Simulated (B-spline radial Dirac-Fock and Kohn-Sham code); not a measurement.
# Two-hole binding energies of Nb⁺

System: niobium as Nb⁺, [Kr] 4d3 5s1 (not the ground configuration).

The run's input, task.json:

```json
{"items": [{
  "Z": 41,
  "q": 1,
  "cfg": [[1, 0, 2], [2, 0, 2], [2, 1, 6], [3, 0, 2], [3, 1, 6], [3, 2, 10], [4, 0, 2], [4, 1, 6], [4, 2, 3], [5, 0, 1]],
  "A": 93,
  "rrms": 4.324,
  "do": ["binding", "quiet", "double"]
}]}
```

Run with: `python xray_run.py task.json out`

Method: relaxed Dirac-Fock hole states (ΔSCF) with Breit and QED corrections and a finite nucleus. Computed with a radial B-spline solver. U is the two-hole binding energy less the two single-hole energies, the effective repulsion of the holes after relaxation. Each two-hole energy is an average over J within one jj subconfiguration.

| holes | E(a) (eV) | E(b) (eV) | E(ab) (eV) | U (eV) |
| --- | --- | --- | --- | --- |
| 1s⁻² | 19002.1 | 19002.1 | 38627.9 | 623.8 |
| 1s⁻¹ 2p3/2⁻¹ | 19002.1 | 2388.4 | 21550.8 | 160.3 |
| 1s⁻¹ 3d3/2⁻¹ | 19002.1 | 223.7 | 19267.5 | 41.7 |
| 2s⁻¹ 2p1/2⁻¹ | 2720.4 | 2482.7 | ? | ? |
| 2p1/2⁻¹ 2p3/2⁻¹ | 2482.7 | 2388.4 | 4982.2 | 111.0 |
| 2p1/2⁻¹ 3s⁻¹ | 2482.7 | 488.2 | 3012.3 | 41.3 |
| 2s⁻¹ 3d5/2⁻¹ | 2720.4 | 221.0 | 2983.8 | 42.4 |
| 2p3/2⁻¹ 3p1/2⁻¹ | 2388.4 | 398.2 | 2829.6 | 43.0 |
| 2p1/2⁻¹ 3d3/2⁻¹ | 2482.7 | 223.7 | 2747.9 | 41.5 |
| 2p1/2⁻¹ 3d5/2⁻¹ | 2482.7 | 221.0 | 2746.9 | 43.2 |
| 2p3/2⁻¹ 3d5/2⁻¹ | 2388.4 | 221.0 | 2651.3 | 41.9 |
| 3p1/2⁻² | 398.2 | 398.2 | 831.8 | 35.5 |
| 3p1/2⁻¹ 3p3/2⁻¹ | 398.2 | 382.5 | 812.9 | 32.3 |
| 3d3/2⁻² | 223.7 | 223.7 | 481.8 | 34.4 |

Question: Give the missing two-hole energy and U.

Answer: E(ab) = 5294.9 eV and U = 91.8 eV.
